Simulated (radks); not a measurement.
Spherical jellium clusters: N electrons in a uniform positive sphere of charge N and radius rs N^(1/3), rs = 3.15 bohr. Method: non-relativistic Kohn-Sham, PBEsol, spin-polarised, spherical densities; computed with a radial shooting solver with Libxc functionals. Levels are named by radial order and angular momentum (1s, 1p, 1d, 2s, ...), and open shells are averaged over m.

N = 30, configuration 1s2 1p6 1d10 2s2 1f(up 7, down 3). This is the lowest configuration that the search found. Occupied and some empty levels:

level    occupation  eigenvalue (eV)  <r> (bohr)
1s up             1          -7.1878       5.708
1s down           1          -7.0789       5.470
1p up             3          -6.1088       6.947
1p down           3          -5.9059       6.798
1d up             5          -4.8187       7.768
1d down           5          -4.5595       7.691
2s up             1          -4.3760       6.409
2s down           1          -4.2238       6.520
1f up             7          -3.3371       8.451
1f down           3          -3.0485       8.427
2p up             0          -2.6330       7.593
2p down           0          -2.4868       7.633
1g up             0          -1.7067       9.144
1g down           0          -1.4103       9.181
2d up             0          -1.0284       9.624
2d down           0         -0.87477       9.755

Energy (eV): total -50.3831, kinetic 82.262, external -2952.8, Hartree 1453.9, exchange-correlation -135.07, background 1501.3.
